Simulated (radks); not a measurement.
Neutral nickel, configuration [Ar] 3d8 4s2 (the NIST ground configuration).

Method: non-relativistic Kohn-Sham, TPSS, spin-polarised, spherical densities, point nucleus; open shells are filled with parallel spins first; meta-GGA in the generalised Kohn-Sham scheme; computed with a radial shooting solver on a logarithmic mesh with Libxc functionals.

Energy parts (eV):
| part | energy |
|---|---|
| total | -41042.511 |
| kinetic | 41012.054 |
| electron-nucleus | -97946.629 |
| Hartree | 17605.850 |
| exchange-correlation | -1713.786 |

Orbitals (lengths in bohr, moments of r in powers of bohr; <r^-3> diverges for s and p1/2; r(90%) holds 90 % of the orbital's charge):
| orbital | occ. | eigenvalue (eV) | r(90%) | <r^-3> |
|---|---|---|---|---|
| 1s up | 1 | -8137.666 | 0.0976 | - |
| 1s down | 1 | -8137.665 | 0.0976 | - |
| 2s up | 1 | -966.4226 | 0.384 | - |
| 2s down | 1 | -965.3991 | 0.383 | - |
| 2p up | 3 | -842.1337 | 0.354 | 596.8 |
| 2p down | 3 | -841.3117 | 0.354 | 597.6 |
| 3s up | 1 | -110.3455 | 1.12 | - |
| 3s down | 1 | -107.9934 | 1.12 | - |
| 3p up | 3 | -72.3681 | 1.21 | 75.26 |
| 3p down | 3 | -70.0411 | 1.21 | 74.66 |
| 3d up | 5 | -10.1068 | 1.74 | 7.082 |
| 3d down | 3 | -8.0223 | 1.83 | 6.834 |
| 4s up | 1 | -5.6709 | 4.31 | - |
| 4s down | 1 | -5.3196 | 4.44 | - |

The highest occupied level is 4s down at -5.320 eV. The electron density at the nucleus is 1.496e+04 e/bohr^3. Summed over all electrons, <r^2> = 36.01 bohr^2, which gives a Langevin (diamagnetic) susceptibility term of -28.5 x 10^-6 cm^3/mol. The density falls to 0.001 e/bohr^3 at r = 4.33 bohr. The spin density at the nucleus is 0.1123 e/bohr^3 (1s -0.0102, 2s -0.8927, 3s 0.5363, 4s 0.4790), a Fermi contact field of 5.89 T.
